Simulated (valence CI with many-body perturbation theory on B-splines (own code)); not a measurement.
**Pd VIII: E2, M1 decay**

Calculated by relativistic CI+MBPT: three valence electrons over a frozen Dirac-Fock core [Kr], radial functions for each j: 9 s, 9 p, 10 d, 8 f, 5 g, 3 h, 1 i, with the one-electron correlation potential Σ1 (screened to all orders), the two-electron term Σ2, the three-electron term Σ3, Breit, model QED; selected single and double excitations, second order for the rest, scaled by the run's own slope (own B-spline code, finite nucleus).

No measured levels were compared; by estimate terms of the open shell hold to 2 to 4 % of their energy, and close levels can change places; different configurations can be misplaced against each other by 1,000 to 8,000 cm⁻¹. Core correlation moves these levels by up to 15000 cm⁻¹, and in measured spectra 5 to 20 % of such shifts remained as error; rates that hang on mixing are uncertain with them. The list stops below the first excitations out of the core.

Lines 51 to 100 of 120 in falling wavelength, among levels below 324190 cm⁻¹, chosen from the decays that carry over 1 % of a level's rate. Wavelengths and rates use the calculated energies, so an error of 2000 cm⁻¹ moves a line at 3998 Å by 8 % and its rate by three times that or more. Electric multipoles are in the length gauge, E1 and E2 with the static RPA response of the core. S is in atomic units (e²a₀⁴ for E2 and M2, e²a₀⁶ for E3), for M1 in squared Bohr magnetons. Weak lines are less certain than strong ones. Lines between different terms over intervals too small for the method are left out, as are lines whose strength nearly cancels.

Names give the largest LS component (configuration and term), which can be under half, so a name can repeat, a term be missing and a line seem to break the LS rules; names also repeat where a configuration has a term twice. Letters in brackets count levels of one name in rising energy.

| λ vac (Å) | Upper | Lower | Type | A (s⁻¹) | S (a.u.) |
| --- | --- | --- | --- | --- | --- |
| 3998 | 4d3 2D_3/2 [a] | 4d3 4F_3/2 | M1 | 5.46e+00 | 5.17e-02 |
| 3974 | 4d3 2D_5/2 [a] | 4d3 4F_7/2 | M1 | 1.08e+01 | 1.51e-01 |
| 3787 | 4d3 2P_1/2 | 4d3 4F_3/2 | M1 | 1.91e-01 | 7.67e-04 |
| 3575 | 4d3 2D_5/2 [a] | 4d3 4F_5/2 | M1 | 1.73e+00 | 1.76e-02 |
| 3285 | 4d3 2D_5/2 [a] | 4d3 4F_3/2 | M1 | 4.09e-01 | 3.22e-03 |
| 3277 | 4d3 2P_3/2 | 4d3 4F_5/2 | M1 | 5.84e+00 | 3.05e-02 |
| 3252 | 4d3 2D_5/2 [b] | 4d3 2P_3/2 | M1 | 1.64e+00 | 1.25e-02 |
| 3252 | 4d3 2D_5/2 [b] | 4d3 2P_3/2 | E2 | 8.57e-01 | 1.67e+00 |
| 3058 | 4d3 2F_7/2 | 4d3 4F_9/2 | M1 | 3.11e+00 | 2.64e-02 |
| 3032 | 4d3 2P_3/2 | 4d3 4F_3/2 | M1 | 2.51e+00 | 1.04e-02 |
| 2962 | 4d3 2D_3/2 [b] | 4d3 2D_5/2 [a] | M1 | 9.01e+00 | 3.47e-02 |
| 2814 | 4d3 2D_5/2 [b] | 4d3 2H_9/2 | E2 | 2.39e+00 | 2.26e+00 |
| 2767 | 4d3 2F_5/2 | 4d3 4F_7/2 | M1 | 1.15e-01 | 5.43e-04 |
| 2646 | 4d3 2D_3/2 [b] | 4d3 2P_1/2 | E2 | 9.44e-01 | 4.37e-01 |
| 2607 | 4d3 2F_7/2 | 4d3 4F_5/2 | M1 | 1.03e+00 | 5.41e-03 |
| 2583 | 4d3 2D_5/2 [b] | 4d3 2D_3/2 [a] | M1 | 9.36e+00 | 3.59e-02 |
| 2567 | 4d3 2F_5/2 | 4d3 4F_5/2 | M1 | 2.06e-01 | 7.75e-04 |
| 2552 | 4d3 2D_3/2 [b] | 4d3 2D_3/2 [a] | E2 | 1.48e+00 | 5.72e-01 |
| 2552 | 4d3 2D_3/2 [b] | 4d3 2D_3/2 [a] | M1 | 1.22e+00 | 3.01e-03 |
| 2414 | 4d3 2F_5/2 | 4d3 4F_3/2 | M1 | 2.49e+00 | 7.81e-03 |
| 2414 | 4d3 2F_5/2 | 4d3 4F_3/2 | E2 | 7.67e-02 | 3.37e-02 |
| 2336 | 4d3 2D_5/2 [b] | 4d3 4P_5/2 | M1 | 1.57e+01 | 4.47e-02 |
| 2328 | 4d3 2D_5/2 [b] | 4d3 2G_9/2 | E2 | 4.25e+00 | 1.56e+00 |
| 2311 | 4d3 2D_3/2 [b] | 4d3 4P_5/2 | M1 | 8.92e-01 | 1.63e-03 |
| 2276 | 4d3 2D_5/2 [b] | 4d3 2G_7/2 | E2 | 9.03e-01 | 2.96e-01 |
| 2276 | 4d3 2D_5/2 [b] | 4d3 2G_7/2 | M1 | 6.09e-01 | 1.60e-03 |
| 2252 | 4d3 2D_3/2 [b] | 4d3 2G_7/2 | E2 | 1.08e+01 | 2.24e+00 |
| 2128 | 4d3 2D_3/2 [b] | 4d3 4P_1/2 | M1 | 1.51e+00 | 2.16e-03 |
| 2127 | 4d3 2D_5/2 [b] | 4d3 4P_3/2 | M1 | 7.95e-01 | 1.70e-03 |
| 2106 | 4d3 2D_3/2 [b] | 4d3 4P_3/2 | M1 | 4.94e+00 | 6.85e-03 |
| 2106 | 4d3 2D_3/2 [b] | 4d3 4P_3/2 | E2 | 9.78e-01 | 1.45e-01 |
| 1798 | 4d3 2D_5/2 [b] | 4d3 4F_9/2 | E2 | 1.09e+00 | 1.10e-01 |
| 1711 | 4d3 2D_5/2 [b] | 4d3 4F_7/2 | M1 | 3.58e+00 | 3.99e-03 |
| 1620 | 4d3 2D_3/2 [b] | 4d3 4F_5/2 | M1 | 3.76e+00 | 2.37e-03 |
| 1558 | 4d3 2D_3/2 [b] | 4d3 4F_3/2 | M1 | 1.18e+00 | 6.60e-04 |
| 472.3 | 4d2 5s 2F_5/2 | 4d3 2D_3/2 [b] | E2 | 3.47e+03 | 4.37e-01 |
| 426.4 | 4d2 5s 2F_5/2 | 4d3 2F_5/2 | E2 | 7.08e+03 | 5.35e-01 |
| 412.5 | 4d2 5s 4F_7/2 | 4d3 2H_11/2 | E2 | 2.87e+03 | 2.45e-01 |
| 408.1 | 4d2 5s 4F_7/2 | 4d3 2D_3/2 [a] | E2 | 2.52e+03 | 2.04e-01 |
| 406.8 | 4d2 5s 4F_5/2 | 4d3 4P_5/2 | E2 | 2.90e+03 | 1.73e-01 |
| 406.5 | 4d2 5s 4F_5/2 | 4d3 2G_9/2 | E2 | 6.47e+03 | 3.85e-01 |
| 403.7 | 4d2 5s 2F_5/2 | 4d3 2H_9/2 | E2 | 2.63e+04 | 1.51e+00 |
| 403.6 | 4d2 5s 4F_3/2 | 4d3 4P_1/2 | E2 | 1.94e+04 | 7.42e-01 |
| 402.8 | 4d2 5s 4F_3/2 | 4d3 4P_3/2 | E2 | 9.52e+03 | 3.61e-01 |
| 401.4 | 4d2 5s 4F_7/2 | 4d3 4P_5/2 | E2 | 1.09e+04 | 8.09e-01 |
| 400.8 | 4d2 5s 2F_5/2 | 4d3 2P_1/2 | E2 | 8.77e+03 | 4.86e-01 |
| 400.7 | 4d2 5s 4F_5/2 | 4d3 4P_1/2 | E2 | 7.23e+03 | 4.00e-01 |
| 399.9 | 4d2 5s 4F_5/2 | 4d3 4P_3/2 | E2 | 1.70e+04 | 9.31e-01 |
| 398.5 | 4d2 5s 2F_5/2 | 4d3 2D_3/2 [a] | E2 | 4.03e+04 | 2.17e+00 |
| 395.4 | 4d2 5s 4F_9/2 | 4d3 4P_5/2 | E2 | 2.95e+04 | 2.54e+00 |
